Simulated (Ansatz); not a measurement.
Ansatz (an electronic-structure program) input for C3H5BFN, SMILES NB1[C@@H](F)C=C1, B3LYP-D3(BJ)/def2-SVP. 

Ansatz 0.2 input:
```yaml
crystal:
  periodic: [false, false, false]
  atoms:
    - {symbol: N, position_ang: [1.93168483, 0.55416284, 0.46595963]}
    - {symbol: B, position_ang: [0.58516867, 0.56928022, 0.19255310]}
    - {symbol: C, position_ang: [-0.71562042, 1.10665330, 0.84163726]}
    - {symbol: C, position_ang: [-1.44335586, 0.20292928, 0.16693742]}
    - {symbol: C, position_ang: [-0.37712778, -0.31974017, -0.76001761]}
    - {symbol: F, position_ang: [-0.23347031, -1.70868405, -0.76761312]}
    - {symbol: H, position_ang: [2.35631635, 1.08087475, 1.21111714]}
    - {symbol: H, position_ang: [2.58621961, -0.02840344, -0.02894828]}
    - {symbol: H, position_ang: [-1.06196679, 1.80885658, 1.58232808]}
    - {symbol: H, position_ang: [-2.47477021, -0.10487204, 0.23545573]}
    - {symbol: H, position_ang: [-0.53557906, -0.04289467, -1.80726011]}
basis:
  gaussian:
    orbitals: def2-SVP
hamiltonian:
  xc: b3lyp
  dispersion: d3bj
relax: {f_tol: 0.002, max_steps: 200}
```

Output:

```
WARN ansatz: RAYON_NUM_THREADS=1 ignored (pool sized by the plan → 1); use --threads N
Functional definition: B3LYP
integrals: 0.07 GiB planned
1238 factors; integrals over basis functions are off by at most 3.2e-4 eV
mean field: 0.45 GiB planned
mean field evaluation 1: about -8060.3921 eV, gradient 6.3e1 eV
mean field evaluation 2: about -8056.2280 eV, gradient 7.6e1 eV
mean field evaluation 4: about -8069.3688 eV, gradient 3.7e0 eV
mean field evaluation 8: about -8069.4505 eV, gradient 1.4e-1 eV
mean field evaluation 16: about -8069.4506 eV, gradient 9.9e-6 eV
mean field -8069.45056146 eV, -296.5468384636 hartree, gradient 9.7e-6 eV, S^2 0.000000; 0 other end points of the search recorded, 0 dependent functions left out
the calculation of the forces begins
reference -8069.45078654 eV, -296.5468467352 hartree; 22, 22 occupied and 87, 87 virtual orbitals, 1238 factors
relax step   1: F+E_penalty+E_count = -8069.81473820 eV  Δ(F+E_penalty+E_count) = +0.000e0 eV  max|allowed force component| = 6.790e-1 eV/Å  Δτ_max = 0.0000 Å  (28 SCF iters, accepted)
these checks for a lower state are left out or cut short: starts, cluster_reference, orbital_swaps, neighbouring_geometries, increment
integrals: 0.07 GiB planned
1238 factors; integrals over basis functions are off by at most 3.3e-4 eV
mean field: 0.45 GiB planned
mean field -8069.49359252 eV, -296.5484198258 hartree, gradient 8.3e-6 eV, S^2 0.000000; 0 other end points of the search recorded, 0 dependent functions left out
the calculation of the forces begins
reference -8069.49381881 eV, -296.5484281418 hartree; 22, 22 occupied and 87, 87 virtual orbitals, 1238 factors
relax step   2: F+E_penalty+E_count = -8069.85639715 eV  Δ(F+E_penalty+E_count) = -4.166e-2 eV  max|allowed force component| = 2.603e-1 eV/Å  Δτ_max = 0.0416 Å  (32 SCF iters, accepted)
these checks for a lower state are left out or cut short: starts, cluster_reference, orbital_swaps, neighbouring_geometries, increment
integrals: 0.07 GiB planned
1238 factors; integrals over basis functions are off by at most 3.4e-4 eV
mean field: 0.44 GiB planned
mean field -8069.49732223 eV, -296.5485568903 hartree, gradient 8.1e-6 eV, S^2 0.000000; 0 other end points of the search recorded, 0 dependent functions left out
the calculation of the forces begins
reference -8069.49754888 eV, -296.5485652193 hartree; 22, 22 occupied and 87, 87 virtual orbitals, 1238 factors
relax step   3: F+E_penalty+E_count = -8069.85993055 eV  Δ(F+E_penalty+E_count) = -3.533e-3 eV  max|allowed force component| = 1.086e-1 eV/Å  Δτ_max = 0.0341 Å  (32 SCF iters, accepted)
these checks for a lower state are left out or cut short: starts, cluster_reference, orbital_swaps, neighbouring_geometries, increment
integrals: 0.07 GiB planned
1238 factors; integrals over basis functions are off by at most 3.4e-4 eV
mean field: 0.45 GiB planned
mean field evaluation 32: about -8069.4487 eV, gradient 7.1e-1 eV
mean field -8069.49851646 eV, -296.5486007775 hartree, gradient 8.2e-6 eV, S^2 0.000000; 0 other end points of the search recorded, 0 dependent functions left out
the calculation of the forces begins
reference -8069.49874308 eV, -296.5486091056 hartree; 22, 22 occupied and 87, 87 virtual orbitals, 1238 factors
relax step   4: F+E_penalty+E_count = -8069.86106751 eV  Δ(F+E_penalty+E_count) = -1.137e-3 eV  max|allowed force component| = 4.857e-2 eV/Å  Δτ_max = 0.0127 Å  (33 SCF iters, accepted)
these checks for a lower state are left out or cut short: starts, cluster_reference, orbital_swaps, neighbouring_geometries, increment
integrals: 0.07 GiB planned
1238 factors; integrals over basis functions are off by at most 3.4e-4 eV
mean field: 0.45 GiB planned
mean field -8069.49856895 eV, -296.5486027065 hartree, gradient 1.1e-5 eV, S^2 0.000000; 0 other end points of the search recorded, 0 dependent functions left out
the calculation of the forces begins
reference -8069.49879554 eV, -296.5486110333 hartree; 22, 22 occupied and 87, 87 virtual orbitals, 1238 factors
relax step   5: F+E_penalty+E_count = -8069.86116894 eV  Δ(F+E_penalty+E_count) = -1.014e-4 eV  max|allowed force component| = 2.465e-2 eV/Å  Δτ_max = 0.0021 Å  (24 SCF iters, accepted)
these checks for a lower state are left out or cut short: starts, cluster_reference, orbital_swaps, neighbouring_geometries, increment
integrals: 0.07 GiB planned
1238 factors; integrals over basis functions are off by at most 3.4e-4 eV
mean field: 0.45 GiB planned
mean field -8069.49857867 eV, -296.5486030634 hartree, gradient 1.1e-5 eV, S^2 0.000000; 0 other end points of the search recorded, 0 dependent functions left out
the calculation of the forces begins
reference -8069.49880522 eV, -296.5486113891 hartree; 22, 22 occupied and 87, 87 virtual orbitals, 1238 factors
relax step   6: F+E_penalty+E_count = -8069.86122496 eV  Δ(F+E_penalty+E_count) = -5.602e-5 eV  max|allowed force component| = 7.559e-3 eV/Å  Δτ_max = 0.0040 Å  (24 SCF iters, accepted)
these checks for a lower state are left out or cut short: starts, cluster_reference, orbital_swaps, neighbouring_geometries, increment
integrals: 0.07 GiB planned
1238 factors; integrals over basis functions are off by at most 3.4e-4 eV
mean field: 0.45 GiB planned
mean field -8069.49858294 eV, -296.5486032204 hartree, gradient 5.6e-5 eV, S^2 0.000000; 0 other end points of the search recorded, 0 dependent functions left out
the calculation of the forces begins
reference -8069.49880948 eV, -296.5486115458 hartree; 22, 22 occupied and 87, 87 virtual orbitals, 1238 factors
relax step   7: F+E_penalty+E_count = -8069.86123372 eV  Δ(F+E_penalty+E_count) = -8.751e-6 eV  max|allowed force component| = 5.750e-3 eV/Å  Δτ_max = 0.0019 Å  (21 SCF iters, accepted)
these checks for a lower state are left out or cut short: starts, cluster_reference, orbital_swaps, neighbouring_geometries, increment
integrals: 0.07 GiB planned
1238 factors; integrals over basis functions are off by at most 3.4e-4 eV
mean field: 0.45 GiB planned
mean field -8069.49859431 eV, -296.5486036383 hartree, gradient 1.4e-5 eV, S^2 0.000000; 0 other end points of the search recorded, 0 dependent functions left out
the calculation of the forces begins
reference -8069.49882085 eV, -296.5486119635 hartree; 22, 22 occupied and 87, 87 virtual orbitals, 1238 factors
relax step   8: F+E_penalty+E_count = -8069.86124190 eV  Δ(F+E_penalty+E_count) = -8.188e-6 eV  max|allowed force component| = 5.149e-3 eV/Å  Δτ_max = 0.0031 Å  (24 SCF iters, accepted)
these checks for a lower state are left out or cut short: starts, cluster_reference, orbital_swaps, neighbouring_geometries, increment
integrals: 0.07 GiB planned
1238 factors; integrals over basis functions are off by at most 3.4e-4 eV
mean field: 0.45 GiB planned
mean field evaluation 64: about -8069.4986 eV, gradient 5.8e-5 eV
mean field -8069.49860388 eV, -296.5486039899 hartree, gradient 5.8e-5 eV, S^2 0.000000; 0 other end points of the search recorded, 0 dependent functions left out
the calculation of the forces begins
reference -8069.49883042 eV, -296.5486123152 hartree; 22, 22 occupied and 87, 87 virtual orbitals, 1238 factors
relax step   9: F+E_penalty+E_count = -8069.86124436 eV  Δ(F+E_penalty+E_count) = -2.456e-6 eV  max|allowed force component| = 2.774e-3 eV/Å  Δτ_max = 0.0016 Å  (20 SCF iters, accepted)
these checks for a lower state are left out or cut short: starts, cluster_reference, orbital_swaps, neighbouring_geometries, increment
integrals: 0.07 GiB planned
1238 factors; integrals over basis functions are off by at most 3.4e-4 eV
mean field: 0.45 GiB planned
mean field -8069.49860920 eV, -296.5486041855 hartree, gradient 4.5e-5 eV, S^2 0.000000; 0 other end points of the search recorded, 0 dependent functions left out
the calculation of the forces begins
reference -8069.49883575 eV, -296.5486125110 hartree; 22, 22 occupied and 87, 87 virtual orbitals, 1238 factors
relax step  10: F+E_penalty+E_count = -8069.86124480 eV  Δ(F+E_penalty+E_count) = -4.374e-7 eV  max|allowed force component| = 6.633e-4 eV/Å  Δτ_max = 0.0011 Å  (20 SCF iters, accepted)
integrals: 0.07 GiB planned
1238 factors; integrals over basis functions are off by at most 3.4e-4 eV
mean field: 0.45 GiB planned
mean field -8069.49860920 eV, -296.5486041855 hartree, gradient 4.5e-5 eV, S^2 0.000000; 1 other end points of the search recorded, 0 dependent functions left out
the calculation of the forces begins
reference -8069.49883575 eV, -296.5486125110 hartree; 22, 22 occupied and 87, 87 virtual orbitals, 1238 factors
Total energy: -8069.86147134 eV, -296.5619391233 hartree
Atom 0 at     1.936933     0.553320     0.457609 Å, force    -0.000030    -0.000555    -0.000400 eV/Å
Atom 1 at     0.571432     0.546819     0.202233 Å, force    -0.000290     0.000183    -0.000572 eV/Å
Atom 2 at    -0.723285     1.112958     0.857662 Å, force    -0.000520     0.000529     0.000055 eV/Å
Atom 3 at    -1.449215     0.199959     0.162268 Å, force     0.000252     0.000146     0.000551 eV/Å
Atom 4 at    -0.376563    -0.334529    -0.765953 Å, force    -0.000136    -0.000452     0.000288 eV/Å
Atom 5 at    -0.210309    -1.720660    -0.748881 Å, force     0.000129    -0.000306    -0.000096 eV/Å
Atom 6 at     2.361248     1.076298     1.214378 Å, force    -0.000288    -0.000453     0.000527 eV/Å
Atom 7 at     2.589001    -0.023955    -0.060326 Å, force     0.000296     0.000663    -0.000305 eV/Å
Atom 8 at    -1.069437     1.833813     1.602688 Å, force     0.000068     0.000052    -0.000019 eV/Å
Atom 9 at    -2.505190    -0.096885     0.229853 Å, force     0.000064     0.000129     0.000001 eV/Å
Atom 10 at    -0.507116    -0.028975    -1.819381 Å, force     0.000455     0.000063    -0.000028 eV/Å
Dipole moment:     0.287413     0.360133     0.148672 e Å
```

The calculation finished and met its thresholds.
